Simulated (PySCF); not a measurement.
## Br⁻ (bromine, charge -1) across methods

[Kr], closed-shell 1S. Calculation: PySCF 2.14, in x2c-TZVPPall with one added diffuse shell each of s, p, d type (7s6p5d1f, 57 functions); scalar relativity by spin-free X2C-1e.

```csv
method,E (hartree),mean ε 3d (eV),mean ε 4s (eV),mean ε 4p (eV),Σ⟨r²⟩ (bohr²),⟨S²⟩
PBE0,-2606.043,-62.788,-13.693,-0.989,53.34,0.000
wB97X-V,-2606.121,-64.701,-16.549,-3.292,53.17,0.000
UHF,-2604.50205,-76.616,-19.371,-3.744,52.93,0.000
BHandHLYP,-2606.315,-67.598,-15.794,-2.030,53.22,0.000
LDA,-2602.616,-58.282,-11.747,0.003,54.22,0.000
PBE,-2605.984,-57.958,-11.552,0.146,54.32,0.000
TPSSh,-2606.249,-59.766,-12.592,-0.348,53.32,0.000
r2SCAN,-2606.318,-59.015,-12.198,-0.091,53.23,0.000
```

Q: Estimate the same row for HSE06.

A: E (hartree) = -2606.036; mean ε 3d (eV) = -62.331; mean ε 4s (eV) = -13.286; mean ε 4p (eV) = -0.588; Σ⟨r²⟩ (bohr²) = 53.44; ⟨S²⟩ = 0.000.

The highest occupied level is positive at LDA, PBE: only the finite basis holds that electron, which in a density functional comes from self-interaction.
